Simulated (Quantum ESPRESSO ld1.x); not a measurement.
Species: In. Configuration: [Kr] 4d10 5s2 5p1. All-electron calculation, scalar-relativistic Kohn-Sham, LDA (Slater exchange, Perdew-Zunger correlation), spin-polarised, spherical densities, point nucleus, Latter tail correction; open shells are filled with parallel spins first. Program: ld1.x of Quantum ESPRESSO 7.5.

Unscreened Slater integrals over Kohn-Sham orbitals (eV). They are taken over the spin-up orbitals.

\begin{tabular}{lr}
integral & value \\ \hline
F0(5p,5p) & 6.0025 \\
F2(5p,5p) & 2.9729 \\
F0(5p,5s) & 7.1422 \\
G1(5p,5s) & 3.9991 \\
F0(5p,4d) & 8.0010 \\
F2(5p,4d) & 1.6421 \\
G1(5p,4d) & 0.57914 \\
G3(5p,4d) & 0.47088 \\
F0(5p,4p) & 8.1120 \\
F2(5p,4p) & 1.1934 \\
G0(5p,4p) & 0.19599 \\
G2(5p,4p) & 0.24393 \\
F0(5s,5s) & 9.2994 \\
F0(5s,4d) & 11.617 \\
G2(5s,4d) & 1.6303 \\
F0(5s,4p) & 11.940 \\
G1(5s,4p) & 0.67135 \\
F0(4d,4d) & 20.889 \\
F2(4d,4d) & 10.336 \\
F4(4d,4d) & 6.7510 \\
F0(4d,4p) & 23.267 \\
F2(4d,4p) & 11.480 \\
G1(4d,4p) & 14.507 \\
G3(4d,4p) & 8.8714 \\
F0(4p,4p) & 26.570 \\
F2(4p,4p) & 13.889 \\
\end{tabular}

Derived for the open shells (J is the average intra-shell exchange parameter used in DFT+U). 5p: J = F2/5 = 0.5946 eV.
